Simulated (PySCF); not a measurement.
## Simulated characterisation data

[PySCF 2.14.0 with density-fitted response routines: geometry: GFN2-xTB; PBE0/pcSseg-1 with gauge-including orbitals; no solvent; relativity neglected; one conformer; equivalent nuclei averaged]

Referencing at the same level of theory: TMS for 1H, 13C. Splittings of carbon signals by F and P are missing where no couplings were computed. Where no couplings were computed, multiplicities follow the n + 1 count of equivalent neighbours, and m marks all less simple cases (inequivalent or close neighbours, rings, F or P nearby). Shifts are as computed. Against solution values, carbons near 30 ppm lie about +3 ppm off and those near 130 ppm about +5 ppm. Of 1211 compounds with measured shifts, 218 miss one by over three times the rms of a fit or turn the order of signals round; such compounds aren't used in these exercises.

Compound 1 (C$_{5}$H$_{8}$F$_{2}$). 1H NMR (600 MHz, computed): δ 4.13 (m, 1H), 2.47 (m, 1H), 1.09 (d, 6H). 13C{1H} NMR (computed): δ 168.8, 92.7, 28.3, 25.9. Structure: SMILES CC(C)C=C(F)F.

Compound 2 (C$_{8}$H$_{12}$N$_{2}$). 1H NMR (600 MHz, computed): δ 9.28 (d, 1H), 7.16 (d, 1H), 3.14 (sept, 1H), 2.42 (s, 3H), 1.55 (d, 6H). 13C{1H} NMR (computed): δ 172.3, 153.5, 138.0, 131.5, 35.1, 24.6, 21.6. Structure: SMILES Cc1ccnnc1C(C)C.
